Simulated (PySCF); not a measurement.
CH4FGaO.

```xyz
8

Ga     0.0113    -0.0009     0.0000
F     -1.5635     0.7894     0.0000
C      0.1968    -1.9280     0.0000
H     -0.2919    -2.3495     0.8904
H      1.2583    -2.2096     0.0000
H     -0.2919    -2.3495    -0.8904
O      1.3507     1.1645     0.0000
H      1.0616     2.0835     0.0000
```
Charge 0, spin multiplicity 1.

Coordinates come from a PBE0-D3(BJ)/def2-SVP optimisation. The structure was generated by enumeration; whether it is a known compound was not checked. One conformer was computed; it need not be the lowest.

The numbers are results of PBE/pcSseg-1 (PySCF), not measurements. Non-relativistic, no solvent.

Computed absolute GIAO shielding of each atom: isotropic value and principal components (ppm):
| atom | σ(iso) | σ11 | σ22 | σ33 | span |
|---|---|---|---|---|---|
| Ga1 | 1357.7 | 1120.9 | 1266.6 | 1685.6 | 564.7 |
| F2 | 277.6 | 127.4 | 326.2 | 379.3 | 251.9 |
| C3 | 190.7 | 186.9 | 188.1 | 197.0 | 10.1 |
| H4 | 30.8 | 25.7 | 27.8 | 39.0 | 13.3 |
| H5 | 30.9 | 25.3 | 28.2 | 39.1 | 13.8 |
| H6 | 30.8 | 25.7 | 27.8 | 39.0 | 13.3 |
| O7 | 244.8 | 137.4 | 277.7 | 319.2 | 181.8 |
| H8 | 28.8 | 21.9 | 22.7 | 41.7 | 19.8 |
